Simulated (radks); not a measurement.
Results of a calculation; reference values are marked as such.
Polarisability of neutral fluorine, [He] 2s2 2p5, at imaginary frequency. Code: a radial shooting solver on a logarithmic mesh with Libxc functionals. Model: scalar-relativistic Kohn-Sham, LDA (Slater exchange, VWN5 correlation), spin-polarised, spherical densities, finite nucleus; open shells are filled with parallel spins first; Fermi nuclear charge, rms radius 2.8976 fm. Response by self-consistent Sternheimer equations with the Hartree and adiabatic LDA kernel, the relativistic mass of each level held fixed and spin-orbit coupling left out.

| w (hartree) | alpha1(iw) (bohr^3) |
|---|---|
| 0.00266 | 4.209 |
| 0.0143 | 4.207 |
| 0.0360 | 4.197 |
| 0.0697 | 4.165 |
| 0.118 | 4.087 |
| 0.186 | 3.926 |
| 0.280 | 3.642 |
| 0.413 | 3.208 |
| 0.605 | 2.636 |
| 0.892 | 1.985 |
| 1.35 | 1.337 |
| 2.12 | 0.7769 |
| 3.59 | 0.3656 |
| 6.94 | 0.1235 |
| 17.5 | 0.02312 |

Static values: alpha1 = 4.209 bohr^3 (0.6237 angstrom^3; uncoupled 4.894). C6 = 11.36, triple-dipole C9 = 33.38 atomic units. One-pole (London) frequency 4 C6 / (3 alpha1^2) = 0.855 hartree, against 0.384 for minus the highest occupied eigenvalue. Recommended static value: 3.74 bohr^3 (Schwerdtfeger and Nagle, 2023 table).
